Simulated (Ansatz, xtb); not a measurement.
**C3H6F2Se: which of two isomers lies lower**

Structure X is `C[Se]CC(F)F`, a singlet and structure Y is `FC(F)CC[SeH]`, a singlet. Both are isolated molecules in the gas phase, relaxed with PBE-D3(BJ)/def2-SVP; each stands in its lowest conformer found.

X (Å):

| atom | x (Å) | y (Å) | z (Å) |
| --- | --- | --- | --- |
| C | 0.4369 | -1.7458 | -2.7497 |
| C | 0.1031 | 0.4778 | -0.8127 |
| C | 1.1226 | 1.4435 | -1.3828 |
| F | 2.1187 | 0.7625 | -2.0382 |
| F | 1.7129 | 2.1409 | -0.3595 |
| Se | -0.9449 | -0.4788 | -2.1713 |
| H | 0.7537 | -2.3813 | -1.9009 |
| H | -0.0321 | -2.3801 | -3.5256 |
| H | 1.3027 | -1.2075 | -3.1728 |
| H | 0.6145 | -0.2445 | -0.1445 |
| H | -0.6317 | 1.0470 | -0.2103 |
| H | 0.6751 | 2.1715 | -2.0977 |

Y (Å):

```xyz
12

C    -0.8062    0.3070   -2.7406
C    -0.4795    0.2288   -1.2618
C     0.7691   -0.5867   -0.9425
F    -1.8454    1.1725   -2.9429
F     0.2818    0.7827   -3.4357
Se    0.6865   -2.5020   -1.4565
H    -1.0817   -0.6805   -3.1770
H    -1.3670   -0.1832   -0.7392
H    -0.3394    1.2735   -0.9069
H     1.6645   -0.1517   -1.4244
H     0.9514   -0.6067    0.1489
H     1.0107   -2.2573   -2.8854
```

Quicker runs give these differences E(Y) − E(X): GFN2-xTB −2.03 kcal/mol; HF/STO-3G +4.68 kcal/mol (at GFN2-xTB geometries); r2SCAN-D4/def2-SVP −0.50 kcal/mol (at GFN2-xTB geometries).

Problem. Which of the two would you expect CCSD(T)/def2-SVP + ΔMP2/def2-TZVPP electronic energies to favour?

Solution. Too close to call at this level: CCSD(T)/def2-SVP + ΔMP2/def2-TZVPP gives E(Y) − E(X) = −0.38 kcal/mol.

How the difference moves with the method:

```csv
level,geometry,E(Y) − E(X) (kcal/mol),departure from the last row (kcal/mol),"job, with rough time for the two"
GFN2-xTB,GFN2-xTB,−2.03,−1.64,"optimisation, 0.13 s"
HF/STO-3G,GFN2-xTB,+4.68,+5.06,"single point, 0.26 s"
r2SCAN-D4/def2-SVP,GFN2-xTB,−0.50,−0.12,"single point, 1.4 s"
PBE-D3(BJ)/def2-SVP,PBE-D3(BJ)/def2-SVP,−1.63,−1.25,"optimisation, 26 s"
HF/def2-SVP,PBE-D3(BJ)/def2-SVP,−2.96,−2.58,part of the CCSD(T) run
MP2/def2-SVP,PBE-D3(BJ)/def2-SVP,−3.28,−2.90,part of the CCSD(T) run
CCSD(T)/def2-SVP,PBE-D3(BJ)/def2-SVP,−3.81,−3.43,single point
CCSD(T)/def2-SVP + ΔMP2/def2-TZVPP,PBE-D3(BJ)/def2-SVP,−0.38,,"single point, 26 s"
```

As drawn, Y has 1 C–C, 1 Se–H in place of 1 C–Se, 1 C–H.

The largest departure from CCSD(T)/def2-SVP + ΔMP2/def2-TZVPP is that of HF/STO-3G, 5.06 kcal/mol. The last row adds to CCSD(T) the change of the MP2 difference between the two basis sets, here +3.43 kcal/mol, a large step that makes the value less sure.

With thermal terms from frequencies at re-optimised GFN2-xTB minima (ideal gas, soft modes damped towards free rotors, one conformer each, 298.15 K, 1 atm): the zero-point term adds −0.88 kcal/mol; ΔH is −1.53 and ΔG −0.96 kcal/mol.

The correlated steps freeze 14 core orbitals; the filled d shell of Se is correlated, in a basis made for valence electrons. Programs: Ansatz 0.2.0, xtb 6.7.1; the last row on 4 threads of AMD EPYC 9R45 96-Core Processor (Zen 5) on a shared host.
